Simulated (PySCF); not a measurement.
How methods differ on the interval between two levels of Sc

Sc [Ar] 3d1 4s2 [2D5/2, M_J = 5/2] → Sc [Ar] 3d2 4s1 [4F9/2, M_J = 9/2], as a difference of total energies. Calculation: PySCF 2.14, in x2c-TZVPall-2c (6s7p4d1f, 54 functions); the two-component X2C-1e Hamiltonian. Correlated levels: [Ne] frozen. "Screened" scales the spin-orbit matrix elements by Boettger's factors to mimic the two-electron term; Breit and QED terms are absent.

```json
{"method": "GHF (spin-free)", "interval between two levels (cm⁻¹)": "9263.6"}
{"method": "GMP2 (spin-free)", "interval between two levels (cm⁻¹)": "12516"}
{"method": "GHF (screened spin-orbit)", "interval between two levels (cm⁻¹)": "9259.2"}
{"method": "GMP2 (screened spin-orbit)", "interval between two levels (cm⁻¹)": "12519"}
```

Errors of the correlated levels include the incompleteness of this basis and the frozen core.

The labels give the starting determinants; with spin-orbit coupling the two ends relaxed to ⟨J²⟩ = 8.80, ⟨L²⟩ = 6.04, ⟨S²⟩ = 0.76 and ⟨J²⟩ = 24.75, ⟨L²⟩ = 12.00, ⟨S²⟩ = 3.75.

For comparison: 11509 cm⁻¹ (measured; NIST Handbook of Basic Atomic Spectroscopic Data (Sansonetti and Martin, J. Phys. Chem. Ref. Data 34, 1559 (2005))).
